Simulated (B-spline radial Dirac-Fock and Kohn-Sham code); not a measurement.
Elastic and transport cross sections of holmium for electrons

Calculated with a radial B-spline solver, using relativistic (Dirac) partial waves in the static field of the Dirac-Fock atom with Furness-McCarthy exchange, without polarisation or absorption potentials. Below a few hundred eV the neglected polarisation potential matters, most of all at small angles. σ_tr1 and σ_tr2 weight the cross section with 1 − P₁ and 1 − P₂ of cos θ; "backward" is the share scattered beyond 90°.

| energy (eV) | σ (a₀²) | σ_tr1 (a₀²) | σ_tr2 (a₀²) | σ/σ_tr1 | backward (%) |
| --- | --- | --- | --- | --- | --- |
| 50 | 53.9 | 10.9 | 18.1 | 4.94 | 7.9 |
| 50.2 | 53.9 | 10.9 | 18.0 | 4.96 | 7.9 |
| 69.4 | 46.2 | 6.60 | 10.9 | 6.99 | 5.2 |
| 75.1 | 44.2 | 5.87 | 9.57 | 7.53 | 4.7 |
| 76.9 | 43.6 | 5.68 | 9.20 | 7.68 | 4.5 |
| 84.3 | 41.4 | 5.01 | 7.93 | 8.25 | 4.1 |
| 92.2 | 39.2 | 4.50 | 6.92 | 8.71 | 3.7 |
| 100 | 37.4 | 4.15 | 6.22 | 8.99 | 3.5 |
| 117 | 34.0 | 3.74 | 5.36 | 9.07 | 3.4 |
| 157 | ? | ? | ? | ? | ? |
| 200 | 24.7 | 3.97 | 5.59 | 6.22 | 5.5 |
| 247 | 21.9 | 4.23 | 5.85 | 5.18 | 7.0 |
| 263 | 21.2 | 4.29 | 5.85 | 4.94 | 7.5 |
| 300 | 19.7 | 4.36 | 5.73 | 4.52 | 8.5 |
| 304 | 19.6 | 4.37 | 5.71 | 4.49 | 8.6 |
| 316 | 19.2 | 4.37 | 5.64 | 4.39 | 8.8 |
| 319 | 19.1 | 4.37 | 5.62 | 4.37 | 8.9 |
| 447 | 16.1 | 4.12 | 4.52 | 3.91 | 11 |

Question: Fill in the row for 157 eV.

Answer: σ = 28.4 a₀², σ_tr1 = 3.67 a₀², σ_tr2 = 5.15 a₀², σ/σ_tr1 = 7.74, backward 4.2 %. The ratio σ/σ_tr1 is roughly the number of elastic collisions that randomise the direction.
